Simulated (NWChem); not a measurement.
Molecule: CH₄O₂Si, singlet; SMILES CO[Si]O

```xyz
8

Si    -0.6200    -0.6158     0.0579
O      0.4795    -1.8663     0.0110
H      1.4141    -1.6003    -0.0422
O      0.4521     0.6726    -0.0125
C      0.0593     2.0390    -0.0059
H      0.5107     2.5419     0.8563
H      0.4180     2.5237    -0.9206
H     -1.0316     2.1598     0.0498
```
Atoms are numbered in this order, from 1.

Computed with NWChem. Pople sets run with spherical d functions. Low-valent species are run as closed-shell singlets; no triplet was tried in these runs. Structure relaxed at the B3LYP/6-31G* (spherical d) level. Level: B3LYP/6-31G* with SMD (1 M gas to 1 M solution), gas-phase geometry. Reactions with the solvent are ignored.

For solvent water:

- solvation free energy (kcal/mol): -4.7
- cavity-dispersion-structure term (kcal/mol): 2.3
- dipole in solution (D): 2.85

**Question.** What are these values for solvent toluene?

**Answer.** solvation free energy (kcal/mol): -3.2
cavity-dispersion-structure term (kcal/mol): -1.2
dipole in solution (D): 2.51
